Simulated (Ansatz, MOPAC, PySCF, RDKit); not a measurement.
The same groups moved round the core (trisilane cyano). All species are isolated molecules in the gas phase. One relaxed conformer stands for each flexible species; it need not be the lowest. Strings in code marks are SMILES.

Quantity: electronic energy of isomers of CH7NSi3 relative to `N#C[SiH2][SiH2][SiH3]`, in kcal/mol. Semi-empirical values (MOPAC) are differences of heats of formation. Force-field values (RDKit) are differences of steric energies, which aren't made for comparing isomers with other bonds.

Level 1: frozen-core MP2/cc-pVTZ // B3LYP-D3(BJ)/def2-TZVP (Ansatz, a program for electronic structure)
Level 2: B3LYP/6-311+G** // B3LYP-D3(BJ)/def2-TZVP (PySCF)
Level 3: MMFF94, relaxed from the DFT geometry (RDKit)
Level 4: PM6 // B3LYP-D3(BJ)/def2-TZVP (MOPAC)

```json
[
 {"species": "`N#C[SiH]([SiH3])[SiH3]`", "level 1": "-0.04", "level 2": "-0.20", "level 3": "-17.4", "level 4": "-0.23"}
]
```
